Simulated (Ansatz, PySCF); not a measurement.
Breaking a bond: BN, triplet.

Levels: UCCSD(T) = CCSD(T) on UHF/cc-pVDZ, frozen core in Ansatz (a program for electronic structure); ROHF/cc-pVDZ (Ansatz); UMP2/6-31G* = unrestricted MP2 (frozen core)/6-31G*, spherical d (PySCF).

Total energies in hartree (comparable only within one method and basis):

| R / Å | UCCSD(T) | ROHF | UMP2/6-31G* |
|---|---|---|---|
| 1.11 | -79.11899 | -78.93033 | -79.08666 |
| 1.21 | -79.18249 | -78.98341 | -79.14773 |
| 1.22 | -79.18615 | -78.98596 | -79.15108 |
| 1.27 | -79.19904 | -78.99316 | -79.16223 |
| 1.32 | -79.20462 | -78.99281 | -79.16542 |
| 1.34 | -79.20524 | -78.99102 | -79.16475 |
| 1.40 | -79.20358 | -78.98131 | -79.12134 |
| 1.45 | -79.19892 | -78.97446 | -79.11766 |
| 1.52 | — | -78.97295 | -79.11276 |
| 1.60 | — | — | -79.10519 |

Dashes: no converged value, or the column stops at the first point that the program doubted or that broke a chosen test of continuity, which isn't proof of a fault.

The scan ran from 1.06 to 5.26 Å; beyond the distances shown full CI changes its symmetry label. The unrestricted determinant behind UCCSD(T) is spin-contaminated at 1.40 to 1.60 Å (<S²> up to 2.3, against 2.00 for a pure triplet). The unrestricted determinant behind UMP2/6-31G* is spin-contaminated at 1.40 to 1.60 Å (<S²> up to 2.4, against 2.00 for a pure triplet).
